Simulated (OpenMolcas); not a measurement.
## Er²⁺: from CASSCF to CASPT2

```yaml
Program: OpenMolcas 26.06
Basis: ANO-RCC-VQZP [9s8p6d4f3g2h]
Scalar_Hamiltonian: DKH2, point nucleus
Active_space: 12 electrons in 7 orbitals (4f)
State_averaging: 2S+1 = 3 even, 21 roots; 2S+1 = 1 even, 28 roots (27 in the spin-orbit step)
Spin-orbit_coupling: state interaction with AMFI integrals over the reference wave functions, term energies averaged over their components
```

Methods on the same reference wave functions:
A. CASSCF
B. SS-CASPT2, IPEA 0.25 Eh, imaginary shift 0.1 Eh (closed shells correlated: 5s 5p)

Energies in cm⁻¹ above 4f¹² ³H₆, the measured ground level; measured values from Martin, Zalubas and Hagan, Atomic Energy Levels: The Rare-Earth Elements, NSRDS-NBS 60 (1978); the list in Deprince et al., Eur. Phys. J. D 78, 105 (2024).

```
          Level      A      B  Measured
       4f¹² ³H₆    0.0    0.0       0.0
4f¹² ³F₄ [51 %]   6271   4960          
       4f¹² ³H₅   7072   7100      6970
4f¹² ³H₄ [60 %]  11554  10910     10785
       4f¹² ³F₃  14444  12440     12473
       4f¹² ³F₂  15792  13390     13220
4f¹² ¹G₄ [59 %]  19102  18580     18384
4f¹² ¹D₂ [54 %]  31237  26510          
       4f¹² ¹I₆  37557  33700          
       4f¹² ³P₁  41475  35170          
4f¹² ³P₂ [68 %]  41882  36110          
       4f¹² ³P₀  42619  36320
```

Deviations, from unrounded energies. A percentage is the sum of absolute deviations over the sum of measured energies, with the sign that they share, or ± where signs differ.

```tsv
Against measurement	Levels	A	B
mean absolute deviation (cm-1)	5	1200	130
fine structure of the ground term (%)	2	+4.9	+1.4
other terms of the ground configuration (%)	3	+11.9	±0.9
```

B lies closest to measurement on these levels. The largest miss of B in the table is 4f¹² ¹G₄ [59 %], by +190 cm-1. The ranking rests on the paired levels alone, and a cruder setting can come out closer through cancelling errors.

From A to B the spin-free energies of the other terms of 4f¹² shown, above ³H, scale by factors of 0.72 to 0.94, as is usual when dynamic correlation screens the repulsion within a d or f shell.

The lowest spin-free term lies below A's lowest term by 1.193 hartree in B.

Term energies are means over components that CASPT2 splits; among the terms shown or strongly mixed into the levels shown the widest spread is 1100 cm-1 (4f¹² ¹I, B). Some high roots are left out of the spin-orbit mixing, which shifts the levels that they would mix with. Without dynamic correlation excited terms often stand tens of per cent too high (terms of higher spin than the ground term too low), and those without a measured partner can miss by more than the paired ones (holds for A). The CASPT2 spread within a term exceeds the gap to the next term for 4f¹² ¹I and 4f¹² ³P, so the order of their levels is uncertain (holds for B). Measured partners are found by configuration, term and J. A level has none where our copy of the source lacks it or the pairing is in doubt (some pairs that miss far off the trend of their configuration count as doubtful), and it then counts in no deviation. Levels of configurations outside the active space are missing.

A share in square brackets marks a mixed level and gives the weight of the term that names it, the lowest over the columns.
